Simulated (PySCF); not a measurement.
Species: C7H13N.
Bonds: C1–C2, C2–C3, C3–C4, C3–C5, C3–C6, C6–N7 (double), N7–C8, C6–C8. Hydrogens: H9, H10, H11 on C1; H12, H13 on C2; H14, H15, H16 on C4; H17, H18, H19 on C5; H20, H21 on C8.

Probes without a nucleus sit at each ring's centroid and 1 Å off its mean plane on both sides; NICS is minus the shielding there, NICSzz its component along the normal. Level: GIAO PBE0/pcSseg-1 (PySCF, non-relativistic, gas phase) on the GFN2-xTB geometry, one conformer.

Ring bond lengths (Å), with Mayer bond orders in brackets: C6–N7 1.255 (1.87), N7–C8 1.500 (0.93), C8–C6 1.454 (1.02).

Give the NICS values of each ring in ppm.

| ring | type | NICS(0) | NICS(1), two faces | NICS(1)zz, two faces | rms pucker (Å) | centre to ring atoms, mean (Å) |
| --- | --- | --- | --- | --- | --- | --- |
| C6–N7–C8 | 3-membered ring with N; formal bonds 1 double, 2 single | -32.6 | -9.2 / -9.4 | -18.9 / -18.9 | 0.00 | 0.81 |

What can be read from them?

- C6–N7–C8: mean NICS(1)zz -18.9 ppm, shielded. C8 has four or more neighbours; no verdict on aromaticity is drawn. NICS(0) lies 23 ppm below the mean NICS(1).

What field does 14.1 T along the ring normal induce along that normal at the first NICS(1) probe listed for ring C6–N7–C8, 1 Å off the ring?

NICSzz × B0 = -18.9 ppm × 14.1 T = -266 μT, against the applied field.

Give the inner angles of the rings and the Hirshfeld charges of the ring atoms.

- C6–N7–C8: C6 66.7° (+0.092 e), N7 63.0° (-0.174 e), C8 50.3° (-0.076 e); sum 180.0° against 180° for a flat convex ring.

What are the shieldings of the ring atoms and their hydrogens in the same run (means over atoms taken as equivalent)?

```
   atoms                   environment  σ isotropic (ppm)  principal values of the symmetric part, first atom (ppm)
      C6                    C=N carbon                4.0                                       -165.1, 40.2, 136.8
      N7                  C=N nitrogen              -35.8                                      -345.3, -55.8, 293.6
      C8  sp3 carbon bound to nitrogen              168.2                                       112.0, 156.5, 236.0
H20 (×2)            methylene hydrogen              30.60                                          25.2, 28.4, 38.2
```

Conformer computed: `[CH3:1][CH2:2][C:3]([CH3:4])([CH3:5])[C:6]1=[N:7][CH2:8]1`: C1–C2–C3–C4 -59°, C2–C3–C6–N7 -126°.
